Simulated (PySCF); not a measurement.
# Worked example: oscillator strength and radiative lifetime

B(F)(SH)2 (BFH2S2), SMILES SB(S)F.

Coordinates come from a ωB97X-D3(BJ)/def2-SVP optimisation. Other conformers were not sampled.

TDDFT-M06-2X/def2-SVPD (PySCF) puts the first singlet state with f over 0.02 at 6.34 eV (vertical), with the transition dipole (0.000, 1.130, 0.000) in atomic units.

**Question.** Find the oscillator strength, the wavelength and the radiative lifetime that this transition would have in vacuum if emission retraced absorption.

**Answer.** 
|μ|² = 1.2769 au, so |μ| = 2.87 D. ΔE = 6.34/27.211 = 0.2330 hartree. f = (2/3) ΔE |μ|² = 0.198 (the program prints 0.198).
λ = 1239.84/6.34 = 196 nm; ν = 51136 cm⁻¹.
Einstein's coefficient A = 0.6670 ν² f s⁻¹ (ν in cm⁻¹) = 3.5e8 s⁻¹, so τ = 1/A = 2.9 ns. This state is S2; the lower singlet has f = 0.000. The figure is the radiative limit of this one transition; relaxation, internal conversion, crossing to triplets and a medium change what is measured.
